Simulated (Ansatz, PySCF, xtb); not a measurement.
Torsion F1–Pb2–S3–H4 in FHPbS (SMILES [F][Pb][SH]); at each angle all else is relaxed with GFN2-xTB, and the levels are single points there.
Geometry at 0° (charge 0, multiplicity 1):
| atom | x (Å) | y (Å) | z (Å) |
|---|---|---|---|
| F | 1.7368 | -0.8863 | -0.1629 |
| Pb | 0.9949 | 1.0277 | -0.6183 |
| S | -1.4254 | 0.3986 | -0.5014 |
| H | -1.2676 | -0.8764 | -0.2021 |

On the grid 0° to 330°, 90° is the highest and 0° the lowest point at CCSD(T)/CBS(def2-TZVPP, def2-QZVPP).

Cores are frozen in the correlated methods. Filled d and f shells under p-block atoms count as core. CBS(a, b) extrapolates the correlation energy as X⁻³ and adds the Hartree–Fock energy of set b.

Run with Ansatz (a first-principles code); PySCF for M06-2X, the dispersion terms; xtb for the GFN methods.  In def2 rows elements past Kr take small-core potentials, without spin–orbit coupling.

| level | energy at 90° less that at 0° (kJ/mol) |
|---|---|
| GFN-FF | 7.0 |
| HF/def2-SVP | 29.8 |
| PBE/def2-TZVPP | 30.1 |
| PBE-D4/def2-TZVPP | 30.4 |
| B3LYP/def2-TZVPP | 29.8 |
| PBE0-D4/def2-TZVPP | 30.7 |
| M06-2X/def2-TZVPP | 29.7 |
| MP2/def2-SVP | … |
| CCSD(T)/CBS(def2-TZVPP, def2-QZVPP) | … |

**Question.** Complete the blanks.

**Answer.** 
- MP2/def2-SVP, energy at 90° less that at 0° (kJ/mol): 32.6
- CCSD(T)/CBS(def2-TZVPP, def2-QZVPP), energy at 90° less that at 0° (kJ/mol): 27.1
